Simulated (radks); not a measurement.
Coulomb parameter of the 4f shell of the erbium ion Er3+ in the model configuration [Xe] 4f9.5 6p1.5, as a second difference U = [E(n + 0.25) + E(n - 0.25) - 2 E(n)] / (0.25)^2 with all orbitals relaxed. "Bare": the charge of the atom changes with n. "Screened": the 6p shell takes up the change at fixed total charge, which measures U(4f,4f) + U(6p,6p) - 2 U(4f,6p). Calculated with a radial shooting solver on a logarithmic mesh with Libxc functionals: scalar-relativistic Kohn-Sham, r2SCAN, spin-unpolarised, spherical densities, finite nucleus; meta-GGA in the generalised Kohn-Sham scheme; Fermi nuclear charge, rms radius 5.2516 fm.

case	configuration	E - E(n) (eV)
start	[Xe] 4f9.5 6p1.5	0.000
bare +0.25	[Xe] 4f9.75 6p1.5	-12.847
bare -0.25	[Xe] 4f9.25 6p1.5	14.200
screened +0.25	[Xe] 4f9.75 6p1.25	-7.822
screened -0.25	[Xe] 4f9.25 6p1.75	8.495

U(bare) = 21.637 eV, U(screened by 6p) = 10.763 eV, against the Slater integral F0(4f,4f) = 35.279 eV with frozen orbitals.
